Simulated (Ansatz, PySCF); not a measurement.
Process, species as SMILES: COC=O [methyl formate] -> [CH2]OC=O + H atom (the C-H bond at the site shown breaks; other sites are not compared here)
Geometries: B3LYP-D3(BJ)/def2-TZVP minima from Ansatz (a first-principles code), one conformer each, not searched for the lowest.

Quantity: bond dissociation energy (enthalpy at 298 K, with B3LYP-D3(BJ) rigid-rotor harmonic-oscillator terms from PySCF), in eV. Correlated levels leave the core frozen unless marked. UHF or UKS for open shells. No spin-orbit coupling. No relativistic terms. Basis-set limits of correlation are two-point, X^-3; Hartree-Fock from the larger set. The bracket is a focal-point correction in the basis named.

```
level                                                     program  bond dissociation energy (eV)
-------------------------------------------------  --------------  -----------------------------
PBE-D4/def2-TZVPD                                  Ansatz + dftd4                           4.08
BLYP/def2-TZVPD                                            Ansatz                           4.08
PBE0-D4/def2-TZVPD                                 Ansatz + dftd4                           4.12
LC-wPBE-D4/def2-TZVPD                              Ansatz + dftd4                            ___
CCSD/STO-3G                                                Ansatz                           4.78
RI-MP2/CBS(cc-pVTZ,cc-pVQZ)+[CCSD(T)-MP2]/cc-pVTZ          Ansatz                           4.37
```

Task: Complete the blanks.

Result: 
- LC-wPBE-D4/def2-TZVPD, bond dissociation energy (eV): 4.13
